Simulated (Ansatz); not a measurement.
Diatomic PdC, closed-shell singlet (the spin of the measured ground state). No spin–orbit coupling. The T1 diagnostic near the minimum is 0.056, so single-reference values are doubtful.

D_e counts from the fitted minimum to each atom's lowest state at the same level, without counterpoise. The singlet is restricted.

Correlated levels freeze the inner cores; with def2 sets outer-core shells near the valence are correlated too.

The values were computed with Ansatz (an electronic-structure program). Values without a source in brackets are computed. In def2 rows elements past Kr take small-core potentials, without spin–orbit coupling.

Q: Give the bond energy D_e at the level CCSD(T)/def2-QZVPP.

A: 347 kJ/mol

Q: What bond energy D_e does B97M-V/def2-TZVPP give?

A: 362 kJ/mol

Q: Predict the bond energy D_e from SVWN5/def2-TZVPP.

A: 524 kJ/mol

Doubts at one or more of the structures used: T1 above 0.05 (CCSD(T)/def2-QZVPP); a restricted determinant that unrestricted orbitals would lower (CCSD(T)/def2-QZVPP).
